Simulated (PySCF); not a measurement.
**Structure from 2D NMR**

Compound of formula C6H9NSi. Correlations simulated from computed shifts and the bond graph:

HSQC (one-bond C–H):
| δH | δC |
| --- | --- |
| 8.79 | 154.7 |
| 8.73 | 152.2 |
| 7.67 | 140.2 |
| 7.33 | 128.2 |
| 2.30 | 18.3 |

COSY cross peaks (H two or three bonds apart, from the bond graph; peaks can be absent where the dihedral angle is near 90°):
| δH | δH |
| --- | --- |
| 8.73 | 7.33 |
| 7.67 | 7.33 |
| 3.91 | 2.30 |

HMBC (two and three bonds, from the bond graph; two-bond peaks within aromatic rings are usually weak or absent):
| δH | δC |
| --- | --- |
| 8.79 | 152.2, 141.0, 140.2, 18.3 |
| 8.73 | 154.7, 140.2, 128.2 |
| 7.67 | 154.7, 152.2, 141.0, 128.2, 18.3 |
| 7.33 | 152.2, 141.0, 140.2 |
| 3.91 | 141.0, 18.3 |
| 2.30 | 154.7, 141.0, 140.2 |

Carbons without hydrogens: δ 141.0.

- GFN2-xTB geometry
- σ from GIAO-PBE0/pcSseg-1
- run in PySCF 2.14.0 with density-fitted response routines
- averaged over atoms made equivalent by symmetry, fast rotation or ring inversion, non-relativistic Hamiltonian, in vacuum, one computed conformer

δ = σ(ref) − σ, references computed at the same level: $^{1}$H (σref 31.72), $^{13}$C (σref 186.93) vs TMS.

Exchangeable hydrogens are left out of these lists.

Task: Work out the connectivity.

Result: SMILES [SiH3]Cc1cccnc1.

Numbering as in the mapped SMILES `[SiH3:1][CH2:2][c:3]1[cH:4][cH:5][cH:6][n:7][cH:8]1`. Each H is labelled by its parent atom.

- δC 154.7 is C8, an aromatic CH next to a ring nitrogen (δH 8.79).
- δC 152.2 is C6, an aromatic CH next to a ring nitrogen (δH 8.73).
- δC 141.0 is C3, a substituted aromatic carbon.
- δC 140.2 is C4, an aromatic CH (δH 7.67).
- δC 128.2 is C5, an aromatic CH (δH 7.33).
- δC 18.3 is C2, an sp3 CH2 bonded to Si, on an aromatic ring (δH 2.30).
- HMBC from δH 8.79 reaches the proton-free carbon C3.
- HMBC from δH 7.67 reaches the proton-free carbon C3.
- HMBC from δH 7.33 reaches the proton-free carbon C3.
- HMBC from δH 3.91 reaches the proton-free carbon C3.
- COSY links 8.73–7.33, 7.67–7.33, 3.91–2.30.

The data come from this structure; uniqueness wasn't tested.

Shifts are as computed. Against solution values, carbons near 30 ppm lie about +3 ppm off and those near 130 ppm about +5 ppm (rms about the fit 2.1 ppm; single classes can miss by 10 ppm). Of 1328 compounds with measured shifts, 309 miss one by over three times the rms of a fit or turn the order of signals round; such compounds aren't used in these exercises. Signals without a measured value on file couldn't be tested in this way; 1H shifts scatter by 0.2 ppm about their fit, and single ones miss by 0.5 ppm.
